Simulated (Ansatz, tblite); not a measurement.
Removing an electron: GeCl3(OiPr) (C3H7Cl3GeO). Charge 0, multiplicity 1. Geometry: r2SCAN-D4/def2-SVP. Ansatz, gas phase; energy differences of separate SCF runs; the oxidised species was run as a doublet alone.

```xyz
15

Ge   -0.978    1.214   -1.643
Cl   -2.994    1.814   -1.971
Cl    0.275    2.950   -1.713
Cl   -0.335   -0.135   -3.183
O    -0.932    0.432   -0.083
C     0.054   -0.566    0.275
C    -0.407   -1.140    1.601
C     1.444    0.045    0.338
H     0.036   -1.361   -0.495
H    -0.409   -0.356    2.374
H     0.267   -1.950    1.921
H    -1.426   -1.544    1.512
H     1.767    0.415   -0.648
H     1.459    0.888    1.046
H     2.178   -0.706    0.668
```

The xTB rows come from tblite. B3LYP takes the VWN-RPA correlation. HOMO above LUMO, or a gap near zero within one spin, warns that the state may not be the lowest or that an electron is smeared out.

| level | −HOMO (eV) | vertical IE (eV) | −LUMO (eV) | HOMO–LUMO gap (eV) | remarks |
| --- | --- | --- | --- | --- | --- |
| GFN1-xTB | 12.31 | 14.66 | 6.57 | 5.74 | – |
| GFN2-xTB | 11.95 | 14.22 | 7.03 | 4.92 | – |
| PBE-D4/def2-TZVP | 7.15 | 9.92 | 2.69 | 4.46 | gap within one spin near zero (+1 doublet) |

Q: Estimate the rows for B3LYP-D4/def2-TZVP, PBE0-D4/def2-TZVP.

A: 
```tsv
level	−HOMO (eV)	vertical IE (eV)	−LUMO (eV)	HOMO–LUMO gap (eV)
B3LYP-D4/def2-TZVP	8.46	10.46	2.02	6.44
PBE0-D4/def2-TZVP	8.71	10.48	1.70	7.00
```

  Raw xTB energy differences between charge states are shifted by several eV; the methods need an empirical correction for them.
